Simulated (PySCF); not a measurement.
**BBr: frontier orbitals**

r²SCANh at R = 1.919 Å; PySCF, no relativity, basis sets B 6-31G(d,p), Br 6-31G(d,p). State: ¹Σ⁺ (singlet), closed shell. Only the outer orbitals are listed, counted within each symmetry.

| orbital | occ. | ε (eV) | on B (%) | main shells (%) |
| --- | --- | --- | --- | --- |
| 8σ | 2 | -22.11 | 9 | 90 Br s |
| 9σ | 2 | -12.78 | 39 | 52 Br p, 34 B s |
| 4π | 2 | -9.27 | 8 | 91 Br p, 8 B p |
| 4π | 2 | -9.27 | 8 | 91 Br p, 8 B p |
| 10σ | 2 | -6.77 | 82 | 56 B s, 25 B p, 18 Br p |
| 5π | 0 | -2.30 | 90 | 90 B p |
| 5π | 0 | -2.30 | 90 | 90 B p |
| 11σ | 0 | 1.49 | 58 | 57 B p, 37 Br p, 9 Br d |

Question: Which are the highest filled and the lowest empty level, where do they sit, and how wide is the gap?

Answer: Highest filled 10σ at -6.77 eV (in %: 56 B s, 25 B p, 18 Br p); lowest empty 5π at -2.30 eV (in %: 90 B p); the gap at r²SCANh is 4.47 eV.

```json
{
  "bond order (Mayer)": "1.32",
  "⟨S²⟩": "0.000",
  "charge on B (Mulliken, basis-dependent)": "0.07",
  "charge on B (Löwdin, basis-dependent)": "-0.06",
  "dipole moment (positive dipole means B(−)Br(+))": "0.96 D"
}
```
